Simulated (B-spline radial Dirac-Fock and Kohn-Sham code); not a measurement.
# Compton profile of Gd⁵⁴⁺

System: Gd⁵⁴⁺, [He] 2s2 2p6.

Input file task.json (cfg lists n, l and occupation; rrms is the nuclear radius in fm):

```json
{"items": [{
  "Z": 64,
  "q": 54,
  "cfg": [[1, 0, 2], [2, 0, 2], [2, 1, 6]],
  "A": 158,
  "rrms": 5.1569,
  "do": ["scatter"],
  "s": [0.0, 0.05, 0.1, 0.15, 0.2, 0.25, 0.3, 0.35, 0.4, 0.45, 0.5, 0.6, 0.7, 0.8, 0.9, 1.0, 1.1, 1.2, 1.4, 1.6, 1.8, 2.0, 2.5, 3.0, 3.5, 4.0, 5.0, 6.0],
  "pz": [0, 0.1, 0.2, 0.3, 0.4, 0.5, 0.6, 0.8, 1.0, 1.2, 1.4, 1.6, 1.8, 2.0, 2.5, 3.0, 4.0, 5.0, 7.0, 10.0, 15.0, 20.0, 30.0, 40.0, 60.0, 100.0],
  "hv_scatter": [2000, 5000, 17479.3, 20000, 50000, 200000, 500000, 1000000]
}]}
```

Command: `python xray_run.py task.json out`

Method: the impulse approximation on Dirac-Fock orbitals of the configuration average with a finite nucleus. Computed with a radial B-spline solver. pz is in atomic units of momentum; subshell profiles are per electron, for a selection of subshells; open shells are spread over both j values by their weights.

| pz | J total | J 2s1/2 | J 2p1/2 | J 2p3/2 |
| --- | --- | --- | --- | --- |
| 0 | 0.2402 | 0.0422 | 0.0209 | 0.0224 |
| 1 | 0.2396 | 0.0419 | 0.0209 | 0.0224 |
| 1.2 | 0.2393 | 0.0418 | 0.0209 | 0.0224 |
| 1.4 | 0.2390 | 0.0416 | 0.0209 | 0.0224 |
| 1.6 | 0.2386 | 0.0414 | 0.0209 | 0.0224 |
| 1.8 | 0.2382 | 0.0412 | 0.0209 | 0.0224 |
| 2 | 0.2377 | 0.0410 | 0.0209 | 0.0224 |
| 2.5 | 0.2363 | 0.0403 | 0.0209 | 0.0224 |
| 3 | 0.2346 | 0.0395 | 0.0209 | 0.0224 |
| 4 | 0.2304 | 0.0376 | 0.0209 | 0.0223 |
| 5 | 0.2250 | 0.0352 | 0.0208 | 0.0222 |
| 7 | 0.2114 | 0.0297 | 0.0205 | 0.0219 |
| 10 | 0.1857 | 0.0208 | 0.0195 | 0.0206 |
| 15 | 0.1377 | 0.00919 | 0.0161 | 0.0165 |
| 20 | 0.09546 | 0.00340 | 0.0118 | 0.0115 |
| 30 | 0.04394 | 0.00112 | 0.00500 | 0.00437 |
| 40 | 0.02188 | 0.00106 | 0.00190 | 0.00148 |
| 60 | 0.007064 | 0.000557 | 0.000308 | 0.000195 |
| 100 | 0.001253 | 9.95e-05 | 1.98e-05 | 8.49e-06 |

J(0) = 0.2402. The 2p3/2 subshell gives the largest part, 37 %.

Mean momentum ⟨p⟩ by subshell (a.u.): 1s1/2 62.7, 2s1/2 22.9, 2p1/2 30.2, 2p3/2 27.8.
